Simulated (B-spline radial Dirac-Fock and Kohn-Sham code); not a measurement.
# Dipole and non-dipole photoemission parameters of Bi⁺ 3s

System: the Bi⁺ ion in the configuration [Xe] 4f14 5d10 6s2 6p2; threshold 3983.0 eV (orbital energy of the model). Calculated with a radial B-spline solver, using Dirac-Hartree-Slater photoionisation with a Latter tail; cross sections with all multipoles, angular parameters from the dipole term and its interference with E2.

For linearly polarised light dσ/dΩ = σ/(4π) [1 + β P₂(cos θ) + (δ + γ cos²θ) sin θ cos φ], with θ from the polarisation vector and φ the angle between the beam and the projection of the electron momentum on the plane normal to the polarisation.

```tsv
hν (eV)	σ (kb)	β	γ
4000	18.2	1.832	1.720
4840	14.4	1.859	1.088
5414.7	12.3	1.870	0.816
6540	9.22	1.886	0.462
7670	7.12	1.896	0.225
8940	5.49	1.903	0.048
9150	5.27	1.904	0.026
11300	?	?	?
13600	2.59	1.916	-0.187
15000	2.15	1.918	-0.186
```

Problem. Give the values at 11300 eV.

Solution. σ = 3.63 kb, β = 1.912, γ = -0.129. For an s subshell δ is negligible.
